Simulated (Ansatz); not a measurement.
Input for Ansatz (a first-principles code): R-wB97M-V/def2-TZVPP on CH6BNO (SMILES CNBO), a point of a torsion scan.

Ansatz 0.2 input:
```yaml
crystal:
  periodic: [false, false, false]
  atoms:
    - {symbol: C, position_ang: [-1.20778229, 0.57225138, 0.03819689]}
    - {symbol: N, position_ang: [-0.38136141, -0.61362470, 0.06074719]}
    - {symbol: B, position_ang: [0.99768980, -0.64868286, 0.25862487]}
    - {symbol: O, position_ang: [1.65537747, 0.53027187, 0.45166944]}
    - {symbol: H, position_ang: [-0.56693648, 1.43421753, 0.20254496]}
    - {symbol: H, position_ang: [-1.96718849, 0.53685275, 0.82507043]}
    - {symbol: H, position_ang: [-1.71227856, 0.68124098, -0.92652788]}
    - {symbol: H, position_ang: [-0.90033882, -1.46441134, -0.08497241]}
    - {symbol: H, position_ang: [1.54818788, -1.69293035, 0.25264016]}
    - {symbol: H, position_ang: [2.59643968, 0.44356780, 0.58157884]}
basis:
  gaussian:
    orbitals: def2-TZVPP
hamiltonian:
  xc: {name: wB97M-V}
scf: {lower_state_search: off}
```

Program output:

```
WARN ansatz: RAYON_NUM_THREADS=1 ignored (pool sized by the plan → 1); use --threads N
Functional definition: wB97M-V
these checks for a lower state are left out or cut short: stability, starts, cluster_reference, orbital_swaps, neighbouring_geometries, increment
integrals: 0.13 GiB planned
1009 factors; their error is unknown
integrals: 0.16 GiB planned
268 factors; integrals over basis functions are off by at most 1.2e-5 eV
mean field: 1.20 GiB planned
mean field evaluation 1: about -5343.8642 eV, gradient 6.0e1 eV
mean field evaluation 2: about -5344.3393 eV, gradient 6.0e1 eV
mean field evaluation 4: about -5350.4734 eV, gradient 1.9e0 eV
mean field evaluation 8: about -5350.4852 eV, gradient 4.0e-2 eV
mean field evaluation 16: about -5350.4806 eV, gradient 2.2e-5 eV
mean field -5350.48057299 eV, -196.6265343715 hartree, gradient 3.8e-6 eV, S^2 0.000000; 0 other end points of the search recorded, 0 dependent functions left out
reference -5350.48062170 eV, -196.6265361616 hartree; 16, 16 occupied and 192, 192 virtual orbitals, 1009 factors
Total energy: -5350.48062170 eV, -196.6265361616 hartree
Checks for a lower state left out: stability, starts, cluster_reference, orbital_swaps, neighbouring_geometries, increment
```

Self-consistency was reached.

Cost: around 12 core-seconds (rough).
